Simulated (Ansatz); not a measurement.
One geometry of [BCl4]- (BCl4⁻), several levels of theory.

```yaml
crystal:
  periodic: [false, false, false]
  atoms:
    - {symbol: B, position_ang: [-0.000277, -0.000219, 0.000890]}
    - {symbol: Cl, position_ang: [0.011429, -0.018979, 1.881144]}
    - {symbol: Cl, position_ang: [1.767993, 0.011179, -0.637541]}
    - {symbol: Cl, position_ang: [-0.893406, 1.538872, -0.606692]}
    - {symbol: Cl, position_ang: [-0.885729, -1.530853, -0.637811]}
basis:
  gaussian: {orbitals: 6-31G}
total_charge: -1
hamiltonian: {xc: {name: B3LYP}, dispersion: d4}
scf: {omitted_lower_state_checks: [starts]}
output: {orbitals: {seedname: orbitals}}
```

The file start.molden holds the orbitals of an earlier run on this structure, at another level or in another basis.

```sh
$ ansatz run in.yaml --threads 4 --pin off --events-out ev --progress --plain --max-ram 3916MiB
```

It prints (some lines left out):

```
Functional definition: B3LYP
686 factors; integrals over basis functions are off by at most 1.1e-4 eV
mean field evaluation 1: about -50770.1178 eV, gradient 2.0e1 eV
mean field evaluation 2: about -50768.7870 eV, gradient 3.1e1 eV
mean field evaluation 4: about -50771.5632 eV, gradient 3.8e-1 eV
mean field evaluation 8: about -50771.5600 eV, gradient 3.1e-4 eV
mean field -50771.55998699 eV, -1865.8204153225 hartree, gradient 3.5e-6 eV, S^2 0.000000; 0 other end points of the search recorded, 0 dependent functions left out
reference -50771.56022392 eV, -1865.8204240295 hartree; 37, 37 occupied and 24, 24 virtual orbitals, 686 factors
Total energy: -50771.96737994 eV, -1865.8353867373 hartree
Checks for a lower state left out: starts
```

Run time 0.6 s (4 threads of Arm Neoverse V2 on a shared host).

First input, but with `gaussian: {orbitals: def2-SVPD, initial_orbitals: start.molden}`, `hamiltonian: {xc: pbe0, dispersion: d4}` (abridged; 1.8 s):

```
Functional definition: PBE0
mean field -50741.44618185 eV, -1864.7137533954 hartree, gradient 2.0e-5 eV, S^2 0.000000
Total energy: -50741.65408562 eV, -1864.7213937181 hartree
Checks for a lower state left out: starts
```

The first input with `gaussian: {orbitals: def2-TZVPD, initial_orbitals: start.molden}`, `hamiltonian: {xc: {name: BHLYP}, dispersion: d4}` (abridged; 4.1 s):

```
Functional definition: BHLYP
mean field -50775.26061701 eV, -1865.9564109674 hartree, gradient 1.2e-5 eV, S^2 0.000000
Total energy: -50775.59767416 eV, -1865.9687975893 hartree
Checks for a lower state left out: starts
```

The first input with `gaussian: {orbitals: def2-TZVPD, initial_orbitals: start.molden}`, `hamiltonian: {xc: {name: LC-wPBE, parameters: {omega: 0.3/bohr}}}` (abridged; 2.8 s):

```
Functional definition: LC-wPBE
mean field -50760.24658664 eV, -1865.4046555281 hartree, gradient 7.8e-6 eV, S^2 0.000000
Total energy: -50760.24658666 eV, -1865.4046555287 hartree
Checks for a lower state left out: starts
```

First input, but with `gaussian: {orbitals: def2-TZVPD, initial_orbitals: start.molden}`, `hamiltonian: {xc: {name: B97M-V}}` (abridged; 9 s):

```
Functional definition: B97M-V
mean field -50763.11034818 eV, -1865.5098968234 hartree, gradient 2.2e-5 eV, S^2 0.000000
Total energy: -50763.11044088 eV, -1865.5099002304 hartree
Checks for a lower state left out: starts
```

As the first input, with `gaussian: {orbitals: def2-TZVPD, initial_orbitals: start.molden}`, `hamiltonian: {xc: {name: LC-wPBE, parameters: {omega: 0.15/bohr}}}` (abridged; 2.8 s):

```
Functional definition: LC-wPBE
mean field -50758.25051598 eV, -1865.3313012843 hartree, gradient 1.6e-5 eV, S^2 0.000000
Total energy: -50758.25051603 eV, -1865.3313012863 hartree
Checks for a lower state left out: starts
```

The first input with `gaussian: {orbitals: def2-TZVPD, initial_orbitals: start.molden}`, `hamiltonian: {xc: hse06, dispersion: d4}` (abridged; 3.9 s):

```
Functional definition: HSE06
mean field -50757.51355420 eV, -1865.3042184386 hartree, gradient 1.6e-5 eV, S^2 0.000000
Total energy: -50757.70926701 eV, -1865.3114107516 hartree
Checks for a lower state left out: starts
```

Geometry: B3LYP-D4/def2-SVPD.

B3LYP takes the VWN-RPA correlation. HSE06 is defined as in plane-wave codes, on full-range PBE exchange.
